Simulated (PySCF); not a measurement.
**MgZn⁺: frontier orbitals**

HSE06 at R = 2.631 Å; Mg 6-31G(d,p), Zn 6-31G(d,p); no relativity (PySCF 2.14). State: ²Σ⁺ (doublet), unpaired electrons σ ↑. Only the outer orbitals are listed, counted within each symmetry.

```
spin  orbital  occ.  ε (eV)  on Mg (%)   main shells (%)
   α       9σ     1  -17.55          4           98 Zn d
   α       4π     1  -17.45          1           99 Zn d
   α       4π     1  -17.45          1           99 Zn d
   α       1δ     1  -17.38          0          100 Zn d
   α       1δ     1  -17.38          0          100 Zn d
   α      10σ     1  -12.91         37  60 Zn s, 33 Mg s
   α      11σ     1  -10.03         65  59 Mg s, 30 Zn s
   α       5π     0   -6.85         61  61 Mg p, 38 Zn p
   α       5π     0   -6.85         61  61 Mg p, 38 Zn p
   α      12σ     0   -6.65         49  46 Mg p, 45 Zn p
   β       9σ     1  -17.50          4           98 Zn d
   β       4π     1  -17.40          1          100 Zn d
   β       4π     1  -17.40          1          100 Zn d
   β       1δ     1  -17.33          0          100 Zn d
   β       1δ     1  -17.33          0          100 Zn d
   β      10σ     1  -12.55         35  59 Zn s, 26 Mg s
   β      11σ     0   -8.37         63  63 Mg s, 31 Zn s
   β       5π     0   -6.39         50  50 Zn p, 48 Mg p
   β       5π     0   -6.39         50  50 Zn p, 48 Mg p
```

Which are the highest filled and the lowest empty level, where do they sit, and how wide is the gap?

Highest filled α 11σ at -10.03 eV (in %: 59 Mg s, 30 Zn s); lowest empty β 11σ at -8.37 eV (in %: 63 Mg s, 31 Zn s); the gap at HSE06 is 1.66 eV.

```json
{
  "bond order (Mayer)": "0.77",
  "⟨S²⟩": "0.762",
  "charge on Mg (Mulliken, basis-dependent)": "0.54",
  "charge on Mg (Löwdin, basis-dependent)": "0.50",
  "dipole moment (positive dipole points towards Zn; it is taken about the centre of mass and depends on that origin)": "-3.79 D"
}
```

The state was picked by a PBE0 search and need not be the measured ground state.
